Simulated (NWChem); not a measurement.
System: C2H3F3Si; SMILES F/C=C(/F)[SiH2]F

The following NWChem deck was run.

```
start job
memory heap 200 mb stack 900 mb global 1100 mb
geometry units angstroms noautoz
  F     -1.378777    -1.783134     0.009615
  C     -0.068371    -1.676262     0.172421
  C      0.562715    -0.509414     0.002765
  F      1.893399    -0.498384     0.201880
  Si    -0.223033     1.118721    -0.498304
  F     -0.416822     2.063277     0.809885
  H      0.432627    -2.608277     0.453439
  H     -1.556194     0.868102    -1.097353
  H      0.708923     1.814216    -1.422233
end
basis spherical
  F library def2-svp
  C library def2-svp
  Si library def2-svp
  H library def2-svp
end
dft
  xc hfexch
  iterations 150
  vectors input atomic output neutral.movecs
end
task dft energy
charge 1
dft
  odft
  mult 2
  vectors input atomic output cation.movecs
end
task dft energy
```

Output (shortened):

```
             Northwest Computational Chemistry Package (NWChem) 7.3.0
             --------------------------------------------------------

 C1  symmetry detected

                             Geometry "geometry" -> ""
                             -------------------------

 Output coordinates in angstroms (scale by  1.889725989 to convert to a.u.)

  No.       Tag          Charge          X              Y              Z
 ---- ---------------- ---------- -------------- -------------- --------------
    1 F                    9.0000    -1.34411278    -1.82237303     0.10168715
    2 C                    6.0000    -0.03016829    -1.68430893     0.19956195
    3 C                    6.0000     0.56688419    -0.51000913    -0.03094897
    4 F                    9.0000     1.90484946    -0.46630561     0.10479817
    5 Si                  14.0000    -0.27646824     1.08718288    -0.53792826
    6 F                    9.0000    -0.42951207     2.06364308     0.75211118
    7 H                    1.0000     0.50346629    -2.59772856     0.48155626
    8 H                    1.0000    -1.63035135     0.79284875    -1.06646943
    9 H                    1.0000     0.59612354     1.77554787    -1.52313754

 Effective nuclear repulsion energy (a.u.)     295.0522528327

  xc_inp: hfexch multiplicative factor not found.

                                 NWChem DFT Module
                                 -----------------

 Summary of "ao basis" -> "ao basis" (spherical)
 ------------------------------------------------------------------------------
       Tag                 Description            Shells   Functions and Types
 ---------------- ------------------------------  ------  ---------------------
 F                          def2-svp                 6       14   3s2p1d
 C                          def2-svp                 6       14   3s2p1d
 Si                         def2-svp                 8       18   4s3p1d
 H                          def2-svp                 3        5   2s1p

            General Information
            -------------------
          SCF calculation type: DFT
          Wavefunction type:  closed shell.
          No. of atoms     :     9
          No. of electrons :    56
           Alpha electrons :    28
            Beta electrons :    28
          Charge           :     0
          Spin multiplicity:     1
          Use of symmetry is: off; symmetry adaption is: off
          Maximum number of iterations: 150
          AO basis - number of functions:   103
                     number of shells:    47
          Convergence on energy requested:  1.00D-06
          Convergence on density requested:  1.00D-05
          Convergence on gradient requested:  5.00D-04

              XC Information
              --------------
                     Hartree-Fock (Exact) Exchange  1.000

      Superposition of Atomic Density Guess
      -------------------------------------

 Sum of atomic energies:        -663.36353652

      Non-variational initial energy
      ------------------------------

 Total energy =    -665.298438
 1-e energy   =   -1507.634006
 2-e energy   =     547.283315
 HOMO         =      -0.266988
 LUMO         =       0.015264

   convergence    iter        energy       DeltaE   RMS-Dens  Diis-err
 ---------------- ----- ----------------- --------- --------- ---------
 d= 0,ls=0.0,diis     1   -664.2507502281 -9.59D+02  7.07D-03  7.99D-01
 d= 0,ls=0.0,diis     2   -664.3292579958 -7.85D-02  2.61D-03  2.26D-01
 d= 0,ls=0.0,diis     3   -664.3490610992 -1.98D-02  8.08D-04  8.15D-03
 d= 0,ls=0.0,diis     4   -664.3502786204 -1.22D-03  2.22D-04  3.10D-04
 d= 0,ls=0.0,diis     5   -664.3503440851 -6.55D-05  5.60D-05  2.03D-05
  Resetting Diis
 d= 0,ls=0.0,diis     6   -664.3503488965 -4.81D-06  2.12D-05  2.33D-06
 d= 0,ls=0.0,diis     7   -664.3503496066 -7.10D-07  6.36D-06  3.99D-07

         Total DFT energy =     -664.350349606605
      One electron energy =    -1509.400775039023
           Coulomb energy =      612.060071364394
    Exchange-Corr. energy =      -62.061898764725
 Nuclear repulsion energy =      295.052252832748

 Numeric. integr. density =        0.000000000000

                       DFT Final Molecular Orbital Analysis
                       ------------------------------------

 Vector   26  Occ=2.000000D+00  E=-5.040963D-01
              MO Center=  2.2D-01,  1.5D-01, -3.1D-01, r^2= 3.2D+00
   Bfn.  Coefficient  Atom+Function         Bfn.  Coefficient  Atom+Function
  ----- ------------  ---------------      ----- ------------  ---------------
    33      0.347453  3 C  py                47      0.227154  4 F  py
    19     -0.202454  2 C  py                31      0.188818  3 C  s
    36      0.187979  3 C  py                50     -0.185922  4 F  py
    65     -0.179156  5 Si py                99     -0.171797  9 H  s
    94     -0.156873  8 H  s                 66      0.146941  5 Si pz

 Vector   27  Occ=2.000000D+00  E=-5.017892D-01
              MO Center= -4.5D-01,  1.3D+00, -9.9D-01, r^2= 2.3D+00
   Bfn.  Coefficient  Atom+Function         Bfn.  Coefficient  Atom+Function
  ----- ------------  ---------------      ----- ------------  ---------------
    94      0.324433  8 H  s                 99     -0.319752  9 H  s
    64     -0.263128  5 Si px                95      0.221399  8 H  s
   100     -0.219225  9 H  s                 78     -0.174399  6 F  px
    61      0.140665  5 Si px                81      0.139926  6 F  px
    65     -0.110323  5 Si py                67     -0.101054  5 Si px

 Vector   28  Occ=2.000000D+00  E=-3.975756D-01
              MO Center=  2.8D-01, -1.0D+00,  6.1D-02, r^2= 1.9D+00
   Bfn.  Coefficient  Atom+Function         Bfn.  Coefficient  Atom+Function
  ----- ------------  ---------------      ----- ------------  ---------------
    34      0.381478  3 C  pz                20      0.364907  2 C  pz
    37      0.278058  3 C  pz                23      0.243979  2 C  pz
    48      0.216570  4 F  pz                 6      0.205494  1 F  pz
    51     -0.199309  4 F  pz                 9     -0.186344  1 F  pz
    19      0.094803  2 C  py                33      0.088176  3 C  py

 Vector   29  Occ=0.000000D+00  E= 1.005215D-01
              MO Center= -6.2D-03, -2.0D-01, -2.7D-01, r^2= 4.0D+00
   Bfn.  Coefficient  Atom+Function         Bfn.  Coefficient  Atom+Function
  ----- ------------  ---------------      ----- ------------  ---------------
    69      0.615327  5 Si pz                23     -0.512544  2 C  pz
    68      0.436108  5 Si py                20     -0.340790  2 C  pz
    77     -0.318919  6 F  s                100      0.318702  9 H  s
    60     -0.299476  5 Si s                 37      0.285691  3 C  pz
    36      0.224083  3 C  py                95      0.216324  8 H  s

 Vector   30  Occ=0.000000D+00  E= 1.814036D-01
              MO Center=  3.1D-01, -5.3D-01, -1.1D-01, r^2= 6.0D+00
   Bfn.  Coefficient  Atom+Function         Bfn.  Coefficient  Atom+Function
  ----- ------------  ---------------      ----- ------------  ---------------
    90      1.217585  7 H  s                 17     -0.944994  2 C  s
    67     -0.866059  5 Si px                95     -0.726653  8 H  s
   100      0.726838  9 H  s                 21     -0.591420  2 C  px
    68     -0.352539  5 Si py                 3     -0.261430  1 F  s
    35     -0.239391  3 C  px                22      0.231402  2 C  py

 Vector   31  Occ=0.000000D+00  E= 1.902850D-01
              MO Center= -5.2D-01,  1.4D+00, -8.3D-01, r^2= 3.8D+00
   Bfn.  Coefficient  Atom+Function         Bfn.  Coefficient  Atom+Function
  ----- ------------  ---------------      ----- ------------  ---------------
    68      1.369633  5 Si py                31      1.164030  3 C  s
    69     -0.813030  5 Si pz               100     -0.809553  9 H  s
    67     -0.662920  5 Si px                95     -0.630578  8 H  s
    36      0.527499  3 C  py                35     -0.342360  3 C  px
    17     -0.241031  2 C  s                 59      0.218891  5 Si s

     Multipole analysis of the density
     ---------------------------------

     L   x y z        total         alpha         beta         nuclear
     -   - - -        -----         -----         ----         -------
     0   0 0 0     -0.000000    -28.000000    -28.000000     56.000000

     1   1 0 0     -0.034271     -0.017135     -0.017135      0.000000
     1   0 1 0     -0.556638     -0.278319     -0.278319     -0.000000
     1   0 0 1     -0.483389     -0.241695     -0.241695      0.000000

     2   2 0 0    -33.435871   -118.219583   -118.219583    203.003296
     2   1 1 0     -1.235345      1.357139      1.357139     -3.949623
     2   1 0 1      0.569741     -0.916837     -0.916837      2.403415
     2   0 2 0    -29.401573   -221.524163   -221.524163    413.646754
     2   0 1 1     -2.796110      4.046623      4.046623    -10.889356
     2   0 0 2    -30.115072    -38.747943    -38.747943     47.380813

                                 NWChem DFT Module
                                 -----------------

            General Information
            -------------------
          SCF calculation type: DFT
          Wavefunction type:  spin polarized.
          No. of atoms     :     9
          No. of electrons :    55
           Alpha electrons :    28
            Beta electrons :    27
          Charge           :     1
          Spin multiplicity:     2
          Use of symmetry is: off; symmetry adaption is: off
          Maximum number of iterations: 150
          AO basis - number of functions:   103
                     number of shells:    47
          Convergence on energy requested:  1.00D-06
          Convergence on density requested:  1.00D-05
          Convergence on gradient requested:  5.00D-04

              XC Information
              --------------
                     Hartree-Fock (Exact) Exchange  1.000

[...]
```

Level: Hartree-Fock/def2-SVP, vertical spin-unrestricted ions. Structure relaxed at the PBE0/def2-SVP level.
